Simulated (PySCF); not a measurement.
C₇H₅Cl₃.
InChI=1S/C7H5Cl3/c1-2-5-3-4-6(5)7(8,9)10/h1,4-5H,3H2/t5-/m0/s1

Linear response at wB97X-D/def2-SVPD (PySCF, frozen core in the response, non-relativistic). Isolated species at its PBE0-D3(BJ)/def2-SVP geometry, gas phase.

Static isotropic polarisability: 118.59 au (17.57 Å³), principal values 100.9, 120.7, 134.1 au.

Problem. What is the polarisability at 1064 nm and at the sodium D line?

Solution. 119.66 au at 1064 nm (+0.9 %), 122.22 au at 589.3 nm (+3.1 %). The rise at 589.3 nm is 3.38 times that at 1064 nm; a pure ω² law gives 3.26. The lowest singlet lies at 198 nm, shorter than both wavelengths.

Problem. What is the isotropic C6 coefficient between two such molecules, C6 = (3/π)∫α(iω)² dω?

Solution. 5613 au (Eh·bohr⁶) by a ten-point quadrature over imaginary frequencies, which is 3350 eV·Å⁶ or 324 J·nm⁶/mol.

Problem. Which effective excitation energy ω̄ makes London's formula C6 = (3/4)α²ω̄ exact here?

Solution. ω̄ = 4·C6/(3α²) = 0.532 Eh = 14.5 eV. A one-pole form α(ω) = α/(1 − ω²/ω̄²) fitted to the 1064 nm value gives 12.3 eV.

Problem. What n − 1 at the D line would an ideal gas of it have at 273.15 K and 1 atm (2.6868 × 10¹⁹ cm⁻³), by n − 1 = 2π·N·α′?

Solution. 30.57 × 10⁻⁴, a formal value whether or not that pressure can be reached.

Problem. How many electrons N does the Slater–Kirkwood formula C6 = (3/4)·√N·α^(3/2) need to give this C6?

Solution. N = (4·C6/3)²/α³ = 33.6; the species has 98 electrons in all.

Problem. What three-body coefficient follows from the one-pole estimate C9 = (3/4)·α·C6?

Solution. 499000 au. This is an estimate from the two numbers above, not a computed integral.

Problem. How anisotropic is the static polarisability, by Δα² = ½[(α1 − α2)² + (α2 − α3)² + (α3 − α1)²]?

Solution. Δα = 28.9 au, or 0.24 of the isotropic value.

Conformer computed: `[CH:1]#[C:2][C@H:3]1[CH2:4][CH:5]=[C:6]1[C:7]([Cl:8])([Cl:9])[Cl:10]`: C5–C6–C7–Cl8 -2°.

Note: wB97X-D ran without an empirical dispersion term, which enters the total energy and its gradient alone.
